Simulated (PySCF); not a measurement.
NMR data simulated for an unnamed compound:

$^{1}$H NMR (600 MHz, computed): δ 3.83 (m, 3H), 3.66 (m, 4H), 1.36 (m, 4H), 0.66 (m, 2H).

$^{13}$C{$^{1}$H} NMR (computed): δ 67.4 (CH2), 32.4 (CH2), 11.5 (CH2).

[PySCF: GIAO B97-2/pcSseg-1 shieldings; PBE0-D3(BJ)/def2-SVP geometry; equivalent nuclei averaged; single conformer; in vacuum; non-relativistic]

Referencing at the same level of theory: $^{1}$H (31.38 ppm) and $^{13}$C (183.69 ppm) against TMS.

Question: Which of these does the molecule contain: a C≡C triple bond, a (CH3)2CH unit, a CF3 group, a Si–H bond?

Answer: 
- A C≡C triple bond: no.
- A (CH3)2CH unit: no.
- A CF3 group: no.
- A Si–H bond: yes (δH 3.83 (m)).

The data belong to `O1CCP(C[SiH3])CC1`, C5H13OPSi; they needn't prove each group on their own.

Carbon signals by region: 1 at 50–100 ppm, 2 below 50 ppm.

Splittings by $^{31}$P in the carbon and heteronuclear signals aren't shown, as no couplings were computed. Shifts are as computed. Against solution values, carbons near 30 ppm lie about +1 ppm off and those near 130 ppm about +2 ppm. Of 1211 compounds with measured shifts, 218 miss one by over three times the rms of a fit or turn the order of signals round; such compounds aren't used in these exercises. Multiplicities follow the n + 1 count of equivalent neighbours, as no J values were calculated; m marks all less simple cases, F and P coupling included.
